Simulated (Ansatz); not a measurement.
One change: `[F][SnH]([F])[I]` becomes `[F][Sn]([F])([I])[I]`.

Ansatz, PBE0-D4/def2-TZVP geometries, multiplicity 1. 

Elements past krypton have def2 core potentials.

```
                                          property  `[F][SnH]([F])[I]`
                LUMO energy (PBE0/def2-TZVPP) / eV               -2.45
             HOMO–LUMO gap (B3LYP/def2-TZVPP) / eV                5.48
  size of the dipole moment (B3LYP/def2-TZVPP) / D                2.98
               HOMO–LUMO gap (PBE/def2-TZVPP) / eV                4.00
                 LUMO energy (PBE/def2-TZVPP) / eV               -3.31
size of the dipole moment (ωB97M-V/def2-TZVPP) / D                2.97
```

(1) What does the change do to each property? (Best estimate.)

Answers

(1) The calculation gave: 
| property | `[F][Sn]([F])([I])[I]` | shift |
| --- | --- | --- |
| LUMO energy (PBE0/def2-TZVPP) / eV | -3.49 | -1.04 |
| HOMO–LUMO gap (B3LYP/def2-TZVPP) / eV | 4.48 | -1.00 |
| size of the dipole moment (B3LYP/def2-TZVPP) / D | 2.85 | -0.13 |
| HOMO–LUMO gap (PBE/def2-TZVPP) / eV | 3.07 | -0.93 |
| LUMO energy (PBE/def2-TZVPP) / eV | -4.25 | -0.94 |
| size of the dipole moment (ωB97M-V/def2-TZVPP) / D | 2.80 | -0.17 |

Dipoles are sizes alone; their direction can turn.

B3LYP here is the variant with VWN-RPA as its local correlation; programs differ in this.

Spin–orbit coupling is left out; it splits and shifts lone-pair levels of the heavy atoms by tenths of an eV.
